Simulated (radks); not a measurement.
Pr-, configuration [Xe] 4f4 6s2. All-electron calculation, scalar-relativistic Kohn-Sham, PBEsol, spin-polarised, spherical densities, finite nucleus; open shells are filled with parallel spins first (spin-orbit coupling, left out, can overturn this in heavy ions); Fermi nuclear charge, rms radius 4.8919 fm; hard spherical wall at 5 bohr. Program: a radial shooting solver on a logarithmic mesh with Libxc functionals.

Radial electron density D(r) = 4 pi r^2 rho(r):

r (bohr),D(r) (e/bohr),spin D(r)
0.003854,24.13,-0.0000133
0.004451,29.16,-0.0000160
0.0051,34.53,-0.0000190
0.005843,40.43,-0.0000222
0.006694,46.74,-0.0000258
0.007731,53.66,-0.0000298
0.008857,60.12,-0.0000339
0.01015,66.14,-0.0000383
0.01163,71.30,-0.0000433
0.01332,75.16,-0.0000495
0.01538,77.44,-0.0000585
0.01762,77.71,-0.0000718
0.02019,76.25,-0.0000933
0.02313,73.58,-0.000129
0.02671,70.47,-0.000194
0.03061,68.53,-0.000297
0.03506,68.88,-0.000465
0.04017,72.37,-0.000733
0.04603,79.03,-0.00115
0.05315,88.24,-0.00182
0.0609,96.59,-0.00274
0.06977,101.7,-0.00395
0.07993,101.6,-0.00530
0.09231,95.34,-0.00628
0.1058,86.18,-0.00537
0.1212,78.13,0.000152
0.1388,75.17,0.0153
0.159,78.47,0.0480
0.1837,85.32,0.115
0.2104,88.62,0.223
0.2411,83.52,0.392
0.2762,69.59,0.636
0.319,51.00,0.981
0.3655,37.64,1.38
0.4187,32.84,1.83
0.4797,35.03,2.27
0.5496,38.47,2.64
0.6347,37.83,2.88
0.7272,32.13,2.94
0.8331,24.11,2.84
0.9545,17.04,2.61
1.102,12.33,2.28
1.263,10.05,1.91
1.447,8.620,1.53
1.658,7.166,1.18
1.899,5.553,0.878
2.193,4.006,0.635
2.513,2.980,0.470
2.879,2.358,0.344
3.298,1.871,0.234
3.809,1.180,0.124
4.364,0.3993,0.0369

D(r) has 4 maxima, at r = 0.0168, 0.0744, 0.209, 0.581 bohr, and minima at 0.0324, 0.138, 0.422 bohr, inside which lie 1.96, 11.15, 29.04 electrons.
